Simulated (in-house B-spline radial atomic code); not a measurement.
A run on neutral xenon (an excited or competing configuration) that did not converge. Method: scalar-relativistic (X2C) B97-1, spin-polarised, spherical fractional occupations, exact exchange averaged over the configuration, Fermi nucleus of rms radius 4.7859 fm; computed with a B-spline radial code for spherical atoms.

Command:
```bash
python run_scf.py task.json out
```
Settings (nuclear radius in fm, mass in u):
```
Z                54
configuration    [Kr] 4d10 4f1 5s2 5p5
hamiltonian      x2c
method           b97_1
spin_polarised   True
nucleus          fermi
rms_radius       4.7859
atomic_mass      131.90416
speed_of_light   137.035999084
exact_exchange   averaged over the configuration
```

First and last ten iterations of the last attempt (damped for 15 steps, keeping 80 % of the old Fock matrix, then DIIS):
```
 iter        energy (Eh)    residual
    1       -7442.094730    4.74e-01
    2       -7441.768696    3.36e-01
    3       -7443.960075    2.01e-01
    4       -7445.637076    9.66e-02
    5       -7445.817381    6.01e-02
    6       -7445.878524    3.80e-02
    7       -7445.903560    2.40e-02
    8       -7445.913807    1.51e-02
    9       -7445.918015    9.59e-03
   10       -7445.919763    6.10e-03
  111       -7445.921109    1.83e-05
  112       -7445.921110    3.07e-05
  113       -7445.921109    3.25e-05
  114       -7445.921109    2.80e-05
  115       -7445.921109    2.57e-05
  116       -7445.921109    2.58e-05
  117       -7445.921109    2.60e-05
  118       -7445.921109    2.76e-05
  119       -7445.921109    2.08e-05
  120       -7445.921109    2.23e-05
 not converged after 120 iterations
```

The smallest residual met was 1.0e-05; the threshold is about 5e-07. Over the last five steps the energy moves by less than 5e-08 hartree, but the orbitals didn't meet the threshold. Cost of the run: 16 s on 1 thread of Arm Neoverse N1 (shared host).
